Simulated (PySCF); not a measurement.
Simulation results for CH7N2Si, FH3NOSi

All values are calculated (PySCF 2.14.0). Calculation on a computer-drawn molecule: optimised geometry and harmonic frequencies of an isolated molecule of the commonest isotopes, restricted reference for singlets and unrestricted otherwise, frozen core in MP2.

(1) CH7N2Si

Start structure:
```xyz
11
CH7N2Si
N     -1.0669    -1.1151     0.3664
C      0.0743    -0.4879     0.7689
Si     1.1744     0.3742    -0.5050
N      0.6823    -0.2624    -1.9934
H     -1.3969    -0.9231    -0.5246
H     -1.8496    -1.1505     1.0807
H      0.2838    -0.5002     1.8059
H      2.5617     0.2324    -0.0996
H      0.8362     1.8883    -0.6550
H      0.7764    -1.2337    -2.1817
H      1.0552     0.1986    -2.9113
```

- charge: 0
- multiplicity: 2
- method: HF
- basis: cc-pV(D+d)Z
- rotational constants: 10.19, 3.88, 2.995 GHz
- total energy: -439.7760 hartree
- spin squared: 0.7612
- convergence status largest gradient component: 3.457e-05 hartree/bohr

Drawn bonds:
```tsv
atom	other atom	order
1	2	1
2	3	1
3	4	1
1	5	1
1	6	1
2	7	1
3	8	1
3	9	1
4	10	1
4	11	1
```

Optimised structure:
```xyz
11
CH7N2Si
N     -1.1427    -1.0938     0.4012
C      0.0716    -0.4899     0.7256
Si     1.1147     0.3860    -0.5177
N      0.7736    -0.3040    -2.0654
H     -1.5461    -0.7947    -0.4658
H     -1.8267    -1.1170     1.1333
H      0.3828    -0.6321     1.7554
H      2.5250     0.3090    -0.0503
H      0.7982     1.8308    -0.6719
H      0.9479    -1.2828    -2.2053
H      1.0326     0.2092    -2.8879
```

Modes:
```tsv
frequency (cm⁻¹)	reduced mass (dalton)
93.15	2.452
187	2.33
232.6	1.215
322	1.301
427.4	2.285
505.3	1.248
532	1.164
644.5	1.665
698.5	1.338
719.8	1.515
758.6	1.359
843.2	2.619
918	1.439
1024	1.27
1065	1.052
1174	1.102
1328	2.787
1510	1.645
1696	1.11
1772	1.136
2251	1.05
2278	1.03
3309	1.087
3754	1.049
3760	1.051
3851	1.094
3861	1.099
```

(2) FH3NOSi

Start structure:
```xyz
7
FH3NOSi
N     -0.9224     0.4007     0.3125
Si    -2.2823     1.5297     0.5947
O     -3.6197     0.9597    -0.2619
F     -2.7813     0.6877     2.1726
H     -0.4954     0.5813    -0.5368
H     -1.1036    -0.5532     0.4475
H     -3.8536     0.0182    -0.1592
```

* charge: -1
* multiplicity: 1
* method: HF
* basis: aug-cc-pV(D+d)Z
* rotational constants: 6.983, 6.14, 4.141 GHz
* total energy: -519.5897 hartree
* convergence status largest gradient component: 2.632e-05 hartree/bohr

Drawn bonds:
```tsv
atom	other atom	order
1	2	1
2	3	1
2	4	1
1	5	1
1	6	1
3	7	1
```

Optimised structure:
```xyz
7
FH3NOSi
N     -0.9251     0.3895     0.3449
Si    -2.3025     1.5222     0.6433
O     -3.5948     0.8752    -0.3218
F     -2.8046     0.7480     2.0668
H     -0.3757     0.6326    -0.4589
H     -1.1594    -0.5884     0.2810
H     -3.8962     0.0450     0.0141
```

Modes:
```tsv
frequency (cm⁻¹)	reduced mass (dalton)
123.9	1.228
225.6	1.821
308.6	1.645
366.3	3.548
383.5	3.263
562.5	1.755
671.5	11.78
683.3	4.422
706.3	12.17
873.1	1.17
977.4	1.26
1671	1.104
3670	1.054
3786	1.089
4131	1.066
```

(3) FH3NOSi

Start structure:
```xyz
7
FH3NOSi
N     -0.9251     0.3895     0.3449
Si    -2.3025     1.5222     0.6433
O     -3.5948     0.8752    -0.3218
F     -2.8046     0.7480     2.0668
H     -0.3757     0.6326    -0.4589
H     -1.1594    -0.5884     0.2810
H     -3.8962     0.0450     0.0141
```

- charge: -1
- multiplicity: 1
- method: MP2
- basis: aug-cc-pV(D+d)Z
- rotational constants: 6.695, 5.953, 4.002 GHz
- total energy: -520.2998 hartree
- convergence status largest gradient component: 3.286e-05 hartree/bohr

Drawn bonds:
```tsv
atom	other atom	order
1	2	1
2	3	1
2	4	1
1	5	1
1	6	1
3	7	1
```

Optimised structure:
```xyz
7
FH3NOSi
N     -0.9001     0.4070     0.3601
Si    -2.3024     1.5506     0.6628
O     -3.6231     0.9187    -0.3427
F     -2.7924     0.7121     2.1017
H     -0.4334     0.5997    -0.5293
H     -1.1606    -0.5866     0.3575
H     -3.8463     0.0225    -0.0408
```

Modes:
```tsv
frequency (cm⁻¹)	reduced mass (dalton)
110	1.252
201.5	2.055
284.4	1.724
337.8	3.526
348.7	2.69
537.4	1.844
622.1	11.27
632.1	4.898
646.4	6.917
807.7	1.147
909.5	1.247
1524	1.102
3438	1.052
3579	1.089
3759	1.065
```
